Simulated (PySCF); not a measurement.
# Correlation energy of Pt (platinum, neutral)

Starting occupation: [Xe] 4f14 5d9 6s1, 5d3/2 with m_j = -3/2, -1/2, +1/2, +3/2, 5d5/2 with m_j = -3/2, -1/2, +1/2, +3/2, +5/2, 6s1/2 with m_j = +1/2. Calculation: PySCF 2.14, in x2c-TZVPall-2c with one added diffuse shell each of s, p, d type (12s12p11d2f, 117 functions); X2C-1e with screened-nucleus spin-orbit coupling, Gaussian nucleus. Frozen: [Kr] 4d10 4f14; 18 electrons correlated; the 34 highest virtual spinors left out.

MP2 pair energies summed by pair of shells (mhartree):

```
       pair   energy  share (%)
5d3/2-5d5/2  -102.63       25.5
5d5/2-5d5/2   -55.51       13.8
5d5/2-5p3/2   -41.59       10.4
5d3/2-5d3/2   -34.02        8.5
5d3/2-5p3/2   -32.54        8.1
5d5/2-6s1/2   -23.68        5.9
5p3/2-5p3/2   -15.79        3.9
5d3/2-6s1/2   -15.56        3.9
5d5/2-5p1/2   -13.80        3.4
5p1/2-5p3/2   -13.48        3.4
5d3/2-5p1/2   -11.55        2.9
5p3/2-5s1/2    -9.68        2.4
5d5/2-5s1/2    -7.94        2.0
5d3/2-5s1/2    -6.61        1.6
5p3/2-6s1/2    -5.17        1.3
5p1/2-5s1/2    -4.43        1.1
5p1/2-5p1/2    -3.23        0.8
5s1/2-5s1/2    -2.69        0.7
5p1/2-6s1/2    -1.37        0.3
5s1/2-6s1/2    -0.45        0.1
```

Total MP2 correlation energy: -401.71 mhartree.

This basis was not built for core-valence correlation, so the inner-shell part is incomplete.
